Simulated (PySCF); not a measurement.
Electronic absorption of C3H11PSSi2

C3H11PSSi2.
SMILES: `CS/C=C/[SiH2]P[SiH3]`

Level of theory: PySCF, TDDFT CAM-B3LYP/def2-SVPD, vertical, gas phase, core orbitals frozen in the response. One conformer (not necessarily the lowest) at the GFN2-xTB geometry, without solvent, vibrations or thermal averaging.

Task: What does the calculation give for the low-lying excited states?

Result: 

```csv
state,λ (nm),E (eV),f,"main configurations (H = HOMO, L = LUMO)"
S1,234.9,5.28,0.332,H→L (85%)
S2,233.8,5.30,0.026,"H→L+2 (24%), H→L+3 (16%), H→L+1 (15%)"
S3,207.0,5.99,0.0084,"H→L+2 (29%), H→L+4 (22%), H→L+5 (14%)"
S4,202.2,6.13,0.0092,"H-1→L+1 (54%), H-1→L+8 (9%), H-1→L+5 (8%)"
S5,196.2,6.32,0.050,"H-1→L (37%), H-1→L+2 (25%)"
S6,195.8,6.33,0.0063,"H→L+1 (18%), H→L+4 (16%), H-1→L (15%)"
S7,191.7,6.47,0.035,"H-1→L+2 (41%), H-1→L (26%)"
S8,190.8,6.50,0.0029,"H→L+4 (20%), H→L+3 (16%), H→L+5 (14%)"
```

Triplets, Tamm–Dancoff:

```csv
state,E (eV),λ (nm),"main configurations (H = HOMO, L = LUMO)"
T1,3.62,342.9,H→L (82%)
T2,4.95,250.4,"H→L+2 (20%), H→L+1 (19%), H→L+3 (15%)"
T3,5.53,224.3,"H-1→L+1 (25%), H-1→L+3 (22%), H-1→L+4 (16%)"
```

The lowest singlet comes at 235 nm (509 kJ/mol) in the ultraviolet; it is strong; its leading configuration is HOMO→LUMO (85%). The lowest level is also the most intense of those listed (f = 0.332). Löwdin shares by element: HOMO sulfur 48%, carbon 42%; LUMO carbon 54% or more, sulfur 12%, silicon 11% or more (atoms not listed hold the other 23%). The oscillator strengths of these states sum to 0.470; summed over the whole spectrum of an exact calculation they would give the number of electrons, 88 (Thomas–Reiche–Kuhn). Weighted by f, the mean energy of these states is 5.53 eV. Of the 8 states listed, 4 reach f = 0.01 and none stays under 0.0005. Singlets were solved by full linear response, triplets in the Tamm–Dancoff approximation.

On Intel Xeon 6975P-C, one thread, no GPU (shared host), this took 42 s and 1.2 GiB of memory at its peak.
